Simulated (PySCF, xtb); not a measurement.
Y(OH) (HOY), SMILES [OH][Y].

Harmonic wavenumbers (cm⁻¹) from GFN2-xTB run with xtb at its own minimum, in rising order: 281, 447, 447, 3626.

Question: What does PBE-D3(BJ)/def2-TZVPD run with PySCF give at its own minimum? (Estimate from the structure and the level; the computed values follow.)

Answer: 280, 280, 672, 3825. Paired by order, the mean absolute difference is 148 cm⁻¹ and the zero-point energies are 6.9 and 7.2 kcal/mol.
